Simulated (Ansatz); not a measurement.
All numbers were calculated with Ansatz.

Basis-set series for `CCCCCCCCO`. Charge 0, multiplicity 1. All single points use the PBE0-D4/def2-TZVP geometry. It is one conformer, not always the lowest.

| functional | basis | functions | energy (Eh) | HOMO (eV) | LUMO (eV) |
| --- | --- | --- | --- | --- | --- |
| PBE0-D4 | def2-SVP | 216 | -390.18261 | -7.53 | 1.64 |
| PBE0-D4 | def2-TZVPP | 531 | -390.61175 | -7.72 | 0.98 |
| ωB97M-V | def2-SVP | 216 | -390.40322 | -9.97 | 3.28 |
| ωB97M-V | def2-TZVPP | 531 | -390.85689 | -10.15 | 2.37 |

(1) Give the rows for def2-QZVPP. (Estimate.)

## Answers

(1) The calculation gave: 
```
functional       basis  functions  energy (Eh)  HOMO (eV)  LUMO (eV)
   PBE0-D4  def2-QZVPP       1053   -390.63402      -7.77       0.53
   ωB97M-V  def2-QZVPP       1053   -390.87885     -10.19       1.64
```

Positive LUMOs are unbound and depend on the basis.
